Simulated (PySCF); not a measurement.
Job file and geometry (Å, from GFN2-xTB) of an NMR shielding run on SMILES FC(F)(F)P1PP([SiH3])P1[SiH3], CH₇F₃P₄Si₂, PySCF, GIAO PBE0/pcSseg-1 NMR shielding, non-relativistic, gas phase; density fitting, a coarse starting grid and PySCF grid level 2 are the driver's defaults:

```
{"job": {"kind": "nmr", "xc": "PBE0", "basis": "pcSseg-1"}, "charge": 0, "multiplicity": 1}
F      2.596322    -2.612678     0.427044
C      2.066507    -1.584363    -0.249919
F      1.058601    -2.092335    -0.979701
F      2.992676    -1.165473    -1.118000
P      1.588701    -0.177042     0.914649
P     -0.090895    -1.135398     2.007357
P     -1.337515     0.494500     1.137725
Si    -2.827125    -0.682501    -0.094807
P      0.181152     0.808456    -0.448401
Si     0.790163     2.930984     0.050939
H     -0.360092    -2.096535     1.019869
H     -2.147242    -1.582101    -1.034346
H     -3.601268     0.339443    -0.799248
H     -3.615979    -1.433536     0.884991
H      0.869925     3.135130     1.500145
H     -0.264381     3.754146    -0.545177
H      2.093451     3.111334    -0.590565
```

**Question.** Write the output of this run.

**Answer.** 
```
coarse grid: 18432 points
cycle   1  E = -2284.8634812502  dE =  1.199e+00  |g| = 8.635e-01  |ddm| = 4.133e+00
cycle   2  E = -2284.7023826929  dE =  1.611e-01  |g| = 1.347e+00  |ddm| = 1.207e+00
cycle   3  E = -2284.9901227328  dE = -2.877e-01  |g| = 6.010e-02  |ddm| = 7.688e-01
cycle   4  E = -2284.9905415437  dE = -4.188e-04  |g| = 4.098e-02  |ddm| = 1.459e-01
cycle   5  E = -2284.9910862324  dE = -5.447e-04  |g| = 1.052e-02  |ddm| = 7.785e-02
cycle   6  E = -2284.9911178115  dE = -3.158e-05  |g| = 2.020e-03  |ddm| = 1.683e-02
cycle   7  E = -2284.9911187946  dE = -9.831e-07  |g| = 6.491e-04  |ddm| = 3.453e-03
final grid: 155184 points
cycle   8  E = -2285.0677985386  dE = -4.755e-05  |g| = 5.487e-03  |ddm| = 3.984e-02
cycle   9  E = -2285.0677939211  dE =  4.617e-06  |g| = 7.511e-03  |ddm| = 1.082e-02
cycle  10  E = -2285.0678045727  dE = -1.065e-05  |g| = 5.161e-04  |ddm| = 5.966e-03
cycle  11  E = -2285.0678046193  dE = -4.651e-08  |g| = 2.450e-04  |ddm| = 1.091e-03
cycle  12  E = -2285.0678046352  dE = -1.597e-08  |g| = 8.247e-05  |ddm| = 4.651e-04
cycle  13  E = -2285.0678046374  dE = -2.194e-09  |g| = 1.287e-05  |ddm| = 1.458e-04
cycle  14  E = -2285.0678046375  dE = -4.275e-11  |g| = 5.283e-06  |ddm| = 3.046e-05
converged SCF energy = -2285.0678046375

GIAO shielding tensors (ppm)
atom      isotropic    diamagn.    paramagn.     s11        s22        s33       span
  0 F      248.226     470.983    -222.757    171.726    250.080    322.870    151.144
  1 C       44.422     249.922    -205.500     33.704     44.325     55.236     21.533
  2 F      242.795     477.676    -234.880    171.542    236.731    320.113    148.571
  3 F      248.412     472.892    -224.481    177.475    242.617    325.143    147.668
  4 P      403.893     967.412    -563.519    324.674    409.859    477.147    152.473
  5 P      464.659     966.787    -502.128    363.819    479.992    550.166    186.347
  6 P      566.026     968.497    -402.471    456.169    537.292    704.617    248.448
  7 Si     404.445     879.968    -475.523    330.903    422.001    460.432    129.529
  8 P      499.852     967.860    -468.008    360.510    458.158    680.889    320.379
  9 Si     412.697     880.421    -467.724    369.303    411.961    456.827     87.524
 10 H       26.258      30.609      -4.350     25.074     26.299     27.402      2.328
 11 H       26.910      28.819      -1.908     23.193     27.295     30.244      7.051
 12 H       27.407      29.158      -1.751     22.911     25.462     33.847     10.936
 13 H       27.314      29.002      -1.688     23.551     24.788     33.603     10.051
 14 H       27.017      29.330      -2.313     23.629     26.351     31.071      7.442
 15 H       27.464      29.429      -1.965     23.408     25.322     33.662     10.254
 16 H       27.426      29.321      -1.895     23.306     25.531     33.441     10.135
```

Size and cost of the density-fitted run: 247 basis functions, of the order of 2.7 core-minutes.
